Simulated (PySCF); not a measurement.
The third ionisation energy along the halogens

All values are computed (PySCF 2.14, energy differences of UHF-based or UKS calculations, no spin-orbit coupling). Values in eV. The last column holds reference values (NIST; (s) semi-empirical, (t) theoretical, else measured). Unmarked ones compare directly (S terms, centres of terms, or small fine structure); those marked * lie between the lowest fine-structure levels and include a spin-orbit shift.

| element | configurations | UHF | MP2 (valence) | SCS-MP2 (valence) | CCSD (valence) | CCSD(T) (valence) | reference |
| --- | --- | --- | --- | --- | --- | --- | --- |
| F (cc-pVDZ-DK, spin-free X2C) | [He] 2s2 2p3 → [He] 2s2 2p2 | 62.220 | 62.512 | 62.331 | 62.262 | 62.258 | 62.708 (s) * |
| Cl (cc-pVDZ-DK, spin-free X2C) | [Ne] 3s2 3p3 → [Ne] 3s2 3p2 | 38.953 | 39.378 | 39.225 | 39.291 | 39.293 | 39.8 ± 0.11 (s) * |
| Br (cc-pVDZ-DK, spin-free X2C) | [Ar] 3d10 4s2 4p3 → [Ar] 3d10 4s2 4p2 | 34.610 | 34.956 | 34.835 | 34.906 | 34.908 | 34.871 ± 0.019 * |

"Valence" correlates the outer s and p shells and, in groups 3 to 12 and the f block, the outer d or f shell, open or full, or the next shell where the ion has no valence electron left; the wider scheme adds the next inner shell.
